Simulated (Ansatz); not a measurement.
System: InH₂ (charge 0, doublet). SMILES: [InH2]
Geometry from a B3LYP-D3(BJ)/def2-TZVP (Ansatz, a quantum-chemistry and plane-wave program) optimisation:
```xyz
3

In     0.0317     0.0067     0.0127
H     -0.4970    -1.6709    -0.2106
H     -1.0571     1.3408    -0.4101
```
Charge 0, spin multiplicity 2.

Wanted: atomisation energy, in kcal/mol. Set-up: dispersion terms only where a functional's name holds one; LANL2DZ with its own core potentials from Na on; spin-orbit terms left out; atomisation electronic, to ground-state atoms; UHF or UKS for open shells; six Cartesian d functions in 6-31G* and its kin unless marked 5d; def2 sets with scalar-relativistic core potentials past Kr. Ab initio and DFT rows: single points at B3LYP-D3(BJ) geometries (Ansatz).

```tsv
species	coefficient	E at B3LYP/6-31G* with LANL2DZ past Ar (Ansatz), Eh	E at B3LYP/def2-TZVPD (Ansatz), Eh
[InH2] (InH2)	-1	-3.01300	-191.34725
H atom	+2	-0.50027	-0.50215
In atom	+1	-1.84819	-190.18671
```

 1 Eh = 627.5095 kcal/mol.

Q: Compute it at each level from the table.

A: 
- B3LYP/6-31G* with LANL2DZ past Ar: the sum of coefficient times E is 0.16427 Eh, or 103.08 kcal/mol. Result: 103.1 kcal/mol.
- B3LYP/def2-TZVPD: the sum of coefficient times E is 0.15624 Eh, or 98.04 kcal/mol. Result: 98.0 kcal/mol.
